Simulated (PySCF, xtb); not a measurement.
ClH₃MoO₄, SMILES [O]=[Mo]([OH])([OH])([OH])[Cl], multiplicity 1.

GFN2-xTB (xtb) at its own geometry gives an orbital gap of 4.40 eV and a dipole moment of 5.52 D.

Coordinates come from a B3LYP-D3(BJ)/def2-SVP optimisation. The spin state was assumed, not searched. The structure was generated by enumeration; whether it is a known compound was not checked. The def2 effective core potentials stand for the cores of Mo; spin–orbit coupling is left out. Other conformers were not sampled.

Problem. What does CAM-B3LYP/def2-TZVP (PySCF) give? (Estimate from the structure and the level; the computed values follow.)

Solution. gap 7.38 eV (levels -10.00 and -2.62 eV), dipole 2.25 D.
